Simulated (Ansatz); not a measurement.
The cluster Hg6Te3Br6, relaxed as a singlet with RKS PBE-D4/def2-SVP in Ansatz, starting from the GFN1-xTB geometry. Force threshold 0.03 eV/Å.

In the def2 sets Hg, Te take a core potential; there is no spin–orbit coupling. Single mean-field runs in def2-SVP are fitted with def2-universal-jkfit. Another isomer (singlet) lies 0.51 eV lower at PBE0-D4/def2-TZVP; other spin states weren't run for this one.

Start:

```xyz
15

Hg   -1.2732    2.3227   -3.7511
Hg    0.7928   -0.7635   -2.8143
Hg    1.9556   -2.8242    0.6896
Hg   -1.1678   -0.5374    3.9504
Hg   -1.2583   -0.8894    0.1774
Hg    1.4418    1.9641    0.8826
Te    0.0051   -2.9932   -1.3607
Te   -0.2828    1.4083   -1.3080
Te    0.9181   -0.5240    2.1001
Br   -2.6586    4.0735   -4.7657
Br    3.8281   -4.2058    1.4997
Br   -1.6406   -0.4166    6.3508
Br   -0.2976    0.1785   -5.0862
Br    2.7688    3.9951    1.3204
Br   -3.1314   -0.7881    2.1150
```

| step | energy (eV) | largest force component (eV/Å) | SCF passes |
| --- | --- | --- | --- |
| 1 | -467120.3805 | 0.504 | 24 |
| 2 | -467120.7302 | 0.337 | 28 |
| 3 | -467120.9258 | 0.492 | 28 |
| 4 | -467121.1168 | 0.481 | 23 |
| 5 | -467121.2997 | 0.471 | 26 |
| 6 | -467121.4586 | 0.260 | 26 |
| 7 | -467121.5585 | 0.137 | 21 |
| 8 | -467121.6445 | 0.182 | 22 |
| 9 | -467121.7296 | 0.178 | 22 |
| 10 | -467121.7902 | 0.127 | 22 |
| 11 | -467121.8270 | 0.160 | 22 |
| 13 | -467121.8523 | 0.101 | 21 |
| 15 | -467121.8817 | 0.067 | 20 |
| 17 | -467121.9069 | 0.133 | 21 |
| 19 | -467121.9323 | 0.190 | 21 |
| 21 | -467121.9552 | 0.157 | 23 |
| 23 | -467121.9762 | 0.140 | 21 |
| 25 | -467121.9959 | 0.120 | 22 |
| 27 | -467122.0100 | 0.096 | 21 |
| 29 | -467122.0170 | 0.016 | 20 |
| 31 | -467122.0201 | 0.038 | 21 |
| 32 | -467122.0211 | 0.028 | 21 |

Force components are those of the run's own axes.

End:

```xyz
15

Hg   -1.000    2.181   -2.829
Hg   -0.420   -1.894   -3.206
Hg    2.127   -2.345   -0.517
Hg   -1.270   -0.065    3.970
Hg   -0.998   -0.280    0.191
Hg    2.224    1.037    2.346
Te    0.040   -3.776   -1.357
Te    0.864    0.948   -1.335
Te    0.838   -1.227    2.750
Br   -2.671    3.532   -4.045
Br    4.059   -0.975    0.308
Br   -3.018    1.053    5.311
Br   -1.108   -0.345   -5.037
Br    3.457    3.154    2.090
Br   -3.123   -0.996    1.359
```

Bonds lost: Hg1–Br13, Hg2–Te8, Hg3–Te9, Hg4–Br15, Hg5–Te7, Hg6–Te8 (atoms count from 1).

The force fell under the threshold at step 14, but the optimiser went on and released 0.152 eV more. No frequencies were taken in this run, so the end may be a saddle point.

Hardware: 2 threads of AMD EPYC 7R13 on a shared host and a share (18 GiB) of an NVIDIA H100 80GB HBM3. Wall time 2.5 min, peak host memory 1.1 GiB.
